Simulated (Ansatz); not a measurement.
Consider the ligand exchange at the Si–O bond: `[SiH3][O][Al]([O][SiH3])[O][SiH3]` + `[OH][In]([SH])[Cl]` → `[SiH3][O][In]([SH])[Cl]` + `[OH][Al]([O][SiH3])[O][SiH3]`.

Program: Ansatz. Geometries: PBE0-D4/def2-TZVP. ΔE: electronic, gas phase. CCSD(T)/CBS adds triple-zeta CCSD(T) − MP2 to the extrapolated MP2 energy (def2 sets, frozen cores). Functionals use def2-TZVPP. B3LYP here is the variant with VWN-RPA as its local correlation; programs differ in this. def2 core potentials past Kr. For In outer-core shells are correlated without core-valence functions, which leaves a few kJ/mol of doubt a bond. Each species was taken in one conformer, which may not be the lowest.

Question: Is it downhill or uphill in electronic energy at CCSD(T)/CBS, and by how much? (An estimate is asked.)

Answer: Computed: Uphill: ΔE = +1.5 kcal/mol.

Question: What do these levels give: PBE-D4, B3LYP-D4, ωB97X-V, B2PLYP, PBE, r2SCAN, HF/def2-TZVPP, MP2/def2-TZVPP, SCS-MP2/def2-TZVPP, CCSD/def2-TZVPP, MP2/def2-QZVPP, MP2/CBS(def2)? (Estimate.)

Answer: The calculation gave: PBE-D4 2.4, B3LYP-D4 2.7, ωB97X-V 2.0, B2PLYP 2.3, PBE 2.5, r2SCAN 2.4, HF/def2-TZVPP 2.6, MP2/def2-TZVPP 1.4, SCS-MP2/def2-TZVPP 1.7, CCSD/def2-TZVPP 1.8, MP2/def2-QZVPP 1.4, MP2/CBS(def2) 1.3 kcal/mol.

Largest T1 diagnostic among the species: 0.015.

In def2-TZVPP, CCSD(T) changes the Hartree–Fock value by −1.0 kcal/mol (the triples alone add −0.2 kcal/mol) and MP2 by −1.2 kcal/mol.
